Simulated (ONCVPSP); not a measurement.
# Pseudopotential generation for cobalt (Co): ONCV, PBE, scalar-relativistic.

Co, optimised norm-conserving Vanderbilt (ONCV), made with ONCVPSP 4.0.1 (PBE, scalar-relativistic). Core [Ne], reference 3s2 3p6 3d7 4s2. Waves: 3s+4s: rc 1.30 bohr, ncon 4, nbas 8, qcut 8.2 1/bohr, 2 projectors; 3p: rc 1.20 bohr, ncon 3, nbas 7, qcut 12.4 1/bohr, 2 projectors, debl 2.1 Ha; 3d: rc 1.50 bohr, ncon 4, nbas 8, qcut 11.7 1/bohr, 1 projector; f scattering state at 0.32 Ha: rc 1.40 bohr, ncon 4, nbas 8, qcut 7.1 1/bohr, 3 projectors, debl 2 Ha. Local part: polynomial inside 1.00 bohr (lpopt 5, dvloc0 1 Ha). Core correction: Teter function, fcfact 3.75, rcfact 1.3.

In the p channel the program set the typed energies aside and used -2.412, 0.250 Ha.

Results:

```
Cutoffs needed             : 49 Ha and 56 Ha (the cutoffs (Ha) at which the residual kinetic energy of the hardest occupied pseudo-wave falls to 1 and 0.1 mHa per electron)
Ghost test                 : ghosts flagged at negative energy: f at -1166.6 eV; no localised positive-energy state flagged; a true bound ghost makes a file unfit for plane-wave use
Largest excitation error   : -17 meV (all-electron minus pseudo) for 3s2 3p6 3d6 4s0, out of 4 test configurations
rms error of d²Exc/dni dnj : 2.64 mHa without and 1.05 mHa with the model core
```

Generation and tests took about 4.5 s on one core of a shared server CPU.
